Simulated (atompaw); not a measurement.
## Logarithmic derivatives: Nb (Z = 41), PAW (atompaw)

- Element: niobium (Nb)
- Generator: atompaw 4.2.0.5
- Type: PAW
- Functional: PBE
- Relativity: scalar-relativistic
- Frozen core: [Kr]
- Valence charge: 5
- Reference configuration: 4d4 5s1 5p0
- Partial waves: 5s (bound): rc 3.00 bohr; 5s channel at 0.1 Ry: rc 3.00 bohr; 5p (bound, empty): rc 3.00 bohr; 5p channel at 1 Ry: rc 3.00 bohr; 4d (bound): rc 3.00 bohr; 4d channel at 1.05 Ry: rc 2.65 bohr
- Local potential: bessel scheme, radius 2.20 bohr
- Core correction: smooth core density matched at 1.80 bohr
- Augmentation charge: besselshape compensation charge, radius 2.55 bohr; PAW radius 3.00 bohr; waves and projectors: custom polynom2 7 10 vanderbiltortho

The phase is arctan(r·u′/u) with u = r·R(r), unwrapped; energies in Ry, scanned from -2 to 5 Ry. A pole is an energy at which the radial function vanishes at the test radius. The pseudo phase is shifted by a multiple of π to meet the all-electron one at the reference energy, and phase errors are pseudo minus all-electron; the curves can meet again beyond the range given. Levels narrower than the energy grid can be missing from the lists of poles.

```tsv
channel	radius (bohr)	reference energy (Ry)	poles, all-electron	poles, pseudo	unbroken range about the reference energy with phases within 0.05 rad	phase error 1 Ry above the reference energy (rad)
s	3.02	-0.29	1.54	1.50, 2.38	below 2.0	-0.000
p	3.02	-0.08	2.53	2.13, 3.49	below 2.1	-0.000
d	3.02	-0.22	0.12, 4.41	0.12	below 1.7	+0.001
```

Phases in the s channel:

| E (Ry) | all-electron | pseudo |
| --- | --- | --- |
| -2.00 | 1.282 | 1.281 |
| -1.76 | 1.253 | 1.252 |
| -1.52 | 1.214 | 1.214 |
| -1.28 | 1.160 | 1.159 |
| -1.04 | 1.078 | 1.077 |
| -0.80 | 0.942 | 0.941 |
| -0.56 | 0.684 | 0.684 |
| -0.32 | 0.157 | 0.157 |
| -0.08 | -0.568 | -0.568 |
| 0.16 | -1.025 | -1.025 |
| 0.40 | -1.248 | -1.248 |
| 0.64 | -1.371 | -1.371 |
| 0.88 | -1.448 | -1.449 |
| 1.12 | -1.503 | -1.505 |
| 1.36 | -1.544 | -1.548 |
| 1.60 | -1.578 | -1.587 |
| 1.84 | -1.607 | -1.632 |
| 2.08 | -1.635 | -1.756 |
| 2.32 | -1.661 | -4.679 |
| 2.56 | -1.689 | -4.763 |
| 2.80 | -1.718 | -4.800 |
| 3.04 | -1.753 | -4.831 |
| 3.28 | -1.796 | -4.863 |
| 3.52 | -1.853 | -4.899 |
| 3.76 | -1.935 | -4.943 |
| 4.00 | -2.067 | -5.003 |
| 4.24 | -2.311 | -5.093 |
| 4.48 | -2.813 | -5.246 |
| 4.72 | -3.546 | -5.555 |
| 4.96 | -4.030 | -6.211 |
